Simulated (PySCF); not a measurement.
Delta-SCF ions had no search for a lower state. Excitations are Tamm–Dancoff values on a coarser integration grid. The basis has no diffuse functions, so Rydberg states are missing or too high.

Z-matrix (Å, degrees):
```
Si
O 1 1.5690
H 2 0.9684 1 129.27
H 1 1.4639 2 113.68 3 -179.97
H 1 1.4700 4 125.29 2 -179.98
```
Charge +1, spin multiplicity 1.

Predict the adiabatic ionisation energy (no zero-point term), total energy, LUMO, HOMO–LUMO gap, vertical ionisation energy (Delta-SCF), S1 excitation (TDA), HOMO and T1 excitation (TDA) from r2SCAN-D4/def2-TZVP in PySCF.


* **adiabatic ionisation energy (no zero-point term)**: 18.68 eV
* **total energy**: -366.2092 Ha
* **LUMO**: -9.50 eV
* **HOMO–LUMO gap**: 6.10 eV
* **vertical ionisation energy (Delta-SCF)**: 19.31 eV
* **S1 excitation (TDA)**: 6.16 eV
* **HOMO**: -15.59 eV
* **T1 excitation (TDA)**: 5.51 eV
